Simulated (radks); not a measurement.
Results of a calculation; reference values are marked as such.
The calcium ion Ca2+, 18 electrons, occupied as [Ar] (the NIST ground configuration). Code: a radial shooting solver on a logarithmic mesh with Libxc functionals. Model: non-relativistic Kohn-Sham, LDA (Slater exchange, Perdew-Wang correlation), spin-polarised, spherical densities, point nucleus.

Local quantities along the radius. ELF = 1/(1 + alpha^2) is the electron localisation function; alpha = (tau - tau_W)/tau_unif compares the Pauli kinetic energy density with that of the uniform gas (summed over spins); s = |grad rho|/(2 (3 pi^2)^(1/3) rho^(4/3)) is the reduced gradient; r v_xc is r times the local exchange-correlation potential of spin up (hartree bohr); 4 pi r^2 rho is in e/bohr.

r (bohr)	ELF	alpha	s	r v_xc	4 pi r^2 rho
0.003556	1.000	0.01301	0.3887	-0.05876	0.7293
0.004009	1.000	0.01333	0.3910	-0.06586	0.9104
0.004521	1.000	0.01371	0.3936	-0.07376	1.134
0.005097	1.000	0.01414	0.3966	-0.08253	1.409
0.005701	1.000	0.01461	0.3997	-0.09158	1.720
0.006428	1.000	0.01519	0.4035	-0.1023	2.125
0.007247	1.000	0.01588	0.4078	-0.1141	2.614
0.008171	1.000	0.01669	0.4128	-0.1270	3.202
0.009213	1.000	0.01766	0.4183	-0.1413	3.905
0.01031	1.000	0.01873	0.4243	-0.1558	4.678
0.01162	1.000	0.02012	0.4315	-0.1726	5.643
0.0131	1.000	0.02181	0.4397	-0.1909	6.763
0.01477	0.999	0.02388	0.4492	-0.2105	8.044
0.01652	0.999	0.02627	0.4592	-0.2301	9.387
0.01863	0.999	0.02948	0.4716	-0.2524	10.98
0.021	0.999	0.03356	0.4857	-0.2759	12.70
0.02368	0.998	0.03886	0.5021	-0.3003	14.52
0.0267	0.998	0.04585	0.5209	-0.3256	16.38
0.02986	0.997	0.05451	0.5411	-0.3495	18.10
0.03367	0.996	0.06710	0.5658	-0.3751	19.82
0.03796	0.993	0.08473	0.5942	-0.4003	21.32
0.0428	0.988	0.1100	0.6266	-0.4243	22.47
0.04788	0.980	0.1441	0.6604	-0.4452	23.16
0.05398	0.962	0.1981	0.6999	-0.4654	23.39
0.06086	0.927	0.2803	0.7412	-0.4828	23.08
0.06862	0.858	0.4063	0.7802	-0.4971	22.26
0.07737	0.738	0.5961	0.8092	-0.5085	21.05
0.08654	0.583	0.8461	0.8161	-0.5175	19.74
0.09758	0.417	1.182	0.7863	-0.5272	18.41
0.11	0.304	1.514	0.7059	-0.5399	17.44
0.124	0.258	1.694	0.5814	-0.5591	17.08
0.1387	0.274	1.629	0.4554	-0.5854	17.46
0.1564	0.351	1.358	0.3508	-0.6232	18.61
0.1764	0.483	1.034	0.3006	-0.6688	20.34
0.1989	0.628	0.7691	0.3018	-0.7180	22.24
0.2242	0.742	0.5897	0.3398	-0.7653	23.79
0.2508	0.808	0.4872	0.3977	-0.8032	24.46
0.2828	0.844	0.4295	0.4783	-0.8323	23.98
0.3188	0.852	0.4175	0.5776	-0.8458	22.11
0.3595	0.825	0.4604	0.6973	-0.8411	19.07
0.4021	0.743	0.5877	0.8252	-0.8204	15.60
0.4533	0.539	0.9239	0.9584	-0.7843	11.87
0.5111	0.269	1.647	1.015	-0.7436	8.775
0.5763	0.128	2.611	0.8694	-0.7161	6.801
0.6498	0.119	2.721	0.5367	-0.7212	6.058
0.7268	0.228	1.841	0.2940	-0.7590	6.254
0.8195	0.509	0.9826	0.2336	-0.8197	6.937
0.9239	0.755	0.5693	0.3004	-0.8803	7.559
1.042	0.856	0.4103	0.4153	-0.9252	7.689
1.165	0.884	0.3624	0.5422	-0.9453	7.214
1.314	0.883	0.3640	0.7004	-0.9402	6.146
1.481	0.859	0.4046	0.8952	-0.9076	4.748
1.67	0.808	0.4882	1.151	-0.8499	3.317
1.883	0.712	0.6353	1.505	-0.7715	2.086
2.106	0.569	0.8700	1.978	-0.6846	1.224
2.375	0.366	1.316	2.737	-0.5825	0.6149
2.677	0.176	2.166	3.936	-0.4775	0.2710
3.019	0.061	3.913	5.918	-0.3755	0.1033
3.377	0.018	7.445	9.063	-0.2877	0.03636
3.807	0.004	16.54	15.12	-0.2052	0.01001
4.293	0.001	41.66	26.91	-0.1374	0.002262

On this mesh the ELF has minima near r = 0.12, 0.65 bohr, which separate the shells, and maxima near 0.32 (0.85), 1.2 (0.88).
